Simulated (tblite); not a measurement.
Species: C6H7O2 (doublet state).
SMILES with atom numbers: `[CH3:1][O:2][C:3]1=[CH:4][O:5][CH:6]=[CH:7][CH:8]1` (hydrogens: H9, H10, H11 on C1; H12 on C4; H13 on C6; H14 on C7; H15 on C8)

Cartesian coordinates in Å at the GFN2-xTB level; atoms count from 1:
```xyz
15
C6H7O2 angstrom
C     -2.4326   -0.7558   -0.4147
O     -1.1392   -1.2558   -0.1775
C     -0.1233   -0.3701   -0.0164
C     -0.2656    0.9847   -0.0689
O      0.7909    1.8543    0.0999
C      2.0180    1.2986    0.3283
C      2.2254   -0.0382    0.3925
C      1.1564   -0.9332    0.2215
H     -3.0741   -1.6304   -0.5090
H     -2.7806   -0.1366    0.4179
H     -2.4726   -0.1729   -1.3402
H     -1.1811    1.5218   -0.2420
H      2.7791    2.0507    0.4471
H      3.2199   -0.4104    0.5764
H      1.2751   -1.9986    0.2632
```

Method: GFN2-xTB as coded in tblite; computed harmonic values from a numerical Hessian at the method's own geometry, unscaled. The method is semi-empirical: single wavenumbers can be off by several per cent or more. One conformer, not necessarily the lowest. Open shells enter through the occupations alone, without spin polarisation, and single modes of such species can be off by tens of per cent.

Harmonic wavenumbers (cm⁻¹): 97.3, 193.8, 221.8, 238.2, 302.3, 422.4, 464.8, 509.8, 567.4, 574.9, 646.8, 681.4, 725.3, 794.2, 879.9, 971.6, 980.3, 1044.6, 1065.8, 1096.4, 1121.9, 1166.4, 1179.4, 1229.5, 1240.1, 1338.3, 1345.2, 1400.6, 1467.6, 1482.6, 1523.1, 1620.1, 2935.3, 2949.8, 3028.4, 3106.2, 3121.7, 3131.6, 3160.1.

A = 4995, B = 1578, C = 1208 MHz; mass 111.045 u (most abundant isotopes); point group Cs, symmetry number 1; spin multiplicity 2.

**Question.** What is the zero-point energy?

**Answer.** Half the sum of the wavenumbers: 25013 cm⁻¹ = 299.23 kJ/mol.

**Question.** Entropy at 400 K, 1 bar (ideal gas, RRHO, classical rotation)?

**Answer.** Translation 173.70, rotation 120.46, vibration 100.58, spin (R ln 2) 5.76: S = 400.5 J/(mol K).

**Question.** And Cp and H(400 K) − H(0)?

**Answer.** Cp = 162.59 J/(mol K), of which vibrations give 129.33 (their classical limit is 39 R = 324.3); H(400 K) − H(0) = 36.96 kJ/mol without the zero-point energy, 23.66 from vibrations.

**Question.** What must be added to the electronic energy to get the Gibbs energy at 400 K and 1 bar?

**Answer.** ZPE + [H(400 K) − H(0)] − T·S = 299.23 + 36.96 − 160.20 = 175.99 kJ/mol.

**Question.** Blend soft modes into free rotors: weight 1/[1 + (100 cm⁻¹/ν̃)⁴] for the oscillator and the rest for a rotor with moment μB/(μ + B), μ = h/(8π²ν), B = 10⁻⁴⁴ kg m². What vibrational entropy results?

**Answer.** 98.50 J/(mol K) in place of 100.58, which changes −T·S at 400 K by +0.83 kJ/mol.

Hindered rotation and anharmonicity are outside this model. Other conformers, if any are populated, would add a mixing term that is left out.

Hardware: one thread, Arm Neoverse V1 (aarch64), shared host with 32 logical CPUs at a one-minute load of 26. Cost: 0.42 s wall. The figure is for the frequency step alone.
